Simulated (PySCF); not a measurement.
Dipole polarisabilities along the alkaline earths, charge +2

Calculated with PySCF 2.14 for the ground configurations, without spin-orbit coupling: coupled response for Hartree-Fock and DFT. Mean α in bohr³, C₆ of like pairs in atomic units.

```csv
species,α UHF,α PBE,α PBE0,C₆ UHF,C₆ PBE,C₆ PBE0
"Be²⁺ 1s2 (dyall-av3z, spin-free X2C)",0.05182,0.05517,0.05422,0.01108,0.01203,0.01176
"Mg²⁺ [Ne] (dyall-av3z, spin-free X2C)",0.4696,0.5131,0.4993,0.5581,0.6218,0.6016
"Ca²⁺ [Ar] (dyall-av3z, spin-free X2C)",3.188,3.269,3.231,10.60,10.93,10.77
```
